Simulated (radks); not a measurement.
Effect of the nuclear size on neutral platinum, [Xe] 4f14 5d9 6s1. Method: Dirac Kohn-Sham, BLYP, spin-unpolarised, spherical densities, finite nucleus; open shells are shared between the two j in proportion to 2j + 1; Fermi nuclear charge, rms radius 5.427 fm; computed with a radial shooting solver on a logarithmic mesh with Libxc functionals. The rms radius is varied about that value; shifts are against it.

| rms radius (fm) | total energy shift (eV) | density at nucleus (e/bohr^3) | 1s1/2 shift (meV) | 2s1/2 shift (meV) | 5s1/2 shift (meV) | 6s1/2 shift (meV) | 5d5/2 shift (meV) | 6p1/2 (empty) shift (meV) |
|---|---|---|---|---|---|---|---|---|
| 4.8409 | -18.0 | 2.065e+06 | -7220 | -1060 | -11.5 | -0.851 | 0.331 | 0.087 |
| 5.2371 | -5.96 | 2.003e+06 | -2400 | -350 | -3.81 | -0.282 | 0.110 | 0.029 |
| 5.427 | 0 | 1.975e+06 | 0.000 | 0.000 | 0.000 | 0.000 | 0.000 | 0.000 |
| 5.7038 | 8.92 | 1.937e+06 | 3580 | 524 | 5.71 | 0.422 | -0.164 | -0.043 |
| 6.3333 | 30.2 | 1.86e+06 | 12100 | 1780 | 19.3 | 1.43 | -0.556 | -0.146 |

Slopes of the eigenvalues against <r^2> in GHz/fm^2, as finite differences over the two radii next to the reference (eigenvalue slopes, not the field-shift constants of lines): 1s1/2 283000, 2s1/2 41400, 5s1/2 451, 6s1/2 33.4, 5d5/2 -13.0, 6p1/2 (empty) -3.41.
